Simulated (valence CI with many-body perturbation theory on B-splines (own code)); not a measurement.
The numbers below are computed, except where a source is named.
# Assign the levels of Zr XVIII

Level of theory: relativistic CI+MBPT: five valence electrons over a frozen Dirac-Fock core [Ar], radial functions for each j: 7 s, 7 p, 8 d, 6 f, 4 g, 1 h, with the one-electron correlation potential Σ1, the two-electron term Σ2, the three-electron term Σ3, Breit, model QED; selected CI, second order for the rest, scaled by the run's own slope (own B-spline code, finite nucleus).

No measured spectrum was set against this ion. As an estimate, terms of the open shell hold to 2 to 4 % of their energy, and close levels can change places. Only levels of the ground parity were solved; by the run's estimate the other parity begins above the list, which can be wrong where configurations are misplaced.

| No. | J | Parity | E (cm⁻¹) | g |
| --- | --- | --- | --- | --- |
| 1 | 5/2 | even | 0.0 | 1.981 |
| 3 | 7/2 | even | 89652 | 1.015 |
| 4 | 11/2 | even | 90135 | 1.257 |
| 5 | 9/2 | even | 92065 | 1.169 |
| 8 | 1/2 | even | 100980 | 2.049 |
| 9 | 7/2 | even | 109880 | 1.382 |
| 11 | 1/2 | even | 118500 | 0.597 |
| 13 | 11/2 | even | 128810 | 0.955 |
| 14 | 13/2 | even | 134810 | 1.075 |

Energies count from the lowest level. Strongly mixed levels and levels close to another of their J and parity are left out, so the numbers can have gaps.

**Question.** Give configuration and LS term of each level.

**Answer.** 1: 3d5 6S; 3: 3d5 4G; 4: 3d5 4G; 5: 3d5 4G; 8: 3d5 4P; 9: 3d5 4D; 11: 3d5 4D; 13: 3d5 2I; 14: 3d5 2I.
